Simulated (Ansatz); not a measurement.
Isomers of CH₄BFN₂, relaxed with PBE0-D4/def2-TZVP in Ansatz; electronic energies, one conformer each and not always the lowest. Functionals use def2-TZVPP; CBS adds triple-zeta CCSD(T) − MP2 to the MP2 limit of def2-TZVPP and def2-QZVPP.

**Question.** Order them by energy at frozen-core CCSD(T)/CBS, lowest first. (An estimate is asked.)
A. `BNC(=N)F`
B. `FB1NCN1`
C. `N=C(N)BF`
D. `NC1(F)BN1`

**Answer.** B (0.0 kJ/mol), C (134.3 kJ/mol), A (201.4 kJ/mol), D (319.2 kJ/mol).

**Question.** How do r2SCAN-D4, PBE0-D4, ωB97M-V, PBE-D4 place them (kJ/mol, against `FB1NCN1`)? (An estimate is asked.)

**Answer.** The calculation gave: 
| isomer | r2SCAN-D4 | PBE0-D4 | ωB97M-V | PBE-D4 |
| --- | --- | --- | --- | --- |
| `BNC(=N)F` | 187.8 | 200.3 | 194.3 | 186.8 |
| `NC1(F)BN1` | 307.7 | 309.3 | 308.7 | 296.5 |
| `N=C(N)BF` | 128.9 | 142.0 | 136.5 | 126.8 |
